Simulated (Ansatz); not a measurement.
## Which isomer of C2HSe gives these data?

These gas-phase data were calculated for one isomer of C2HSe at B3LYP-D3(BJ)/6-311G** (harmonic, unscaled wavenumbers; equilibrium rotational constants with average atomic masses):

| Quantity | Value |
| --- | --- |
| rotational constants | 3.996 GHz |
| all wavenumbers above 1500 cm⁻¹ | 3463, 1963 |

Candidates:

(1) `[C]1=C[Se]1`, a doublet
(2) `[C]#C[SeH]`, a doublet
(3) `C#C[Se]`, a doublet

Question: Assign the data to one candidate and say why.

Answer: Candidate (3). The band at 3463 cm⁻¹ lies where the ≡C–H stretch is expected; (1), (2) have no mode between 3300 and 3560 cm⁻¹.

The same quantities for all candidates:

```tsv
	rotational constants (GHz)	wavenumbers above 1500 cm⁻¹	E above the lowest, B3LYP-D3(BJ)/6-311G** (kcal/mol)
(1)	39.4, 7.239, 6.115	3265, 1532	29.4
(2)	230.8, 4.269, 4.192	2297, 1873	53.9
(3)	3.996	3463, 1963	0.0
```

Harmonic stretches to hydrogen usually lie a few per cent above observed fundamentals. Open shells are spin-unrestricted. Programs: Ansatz 0.2.0.
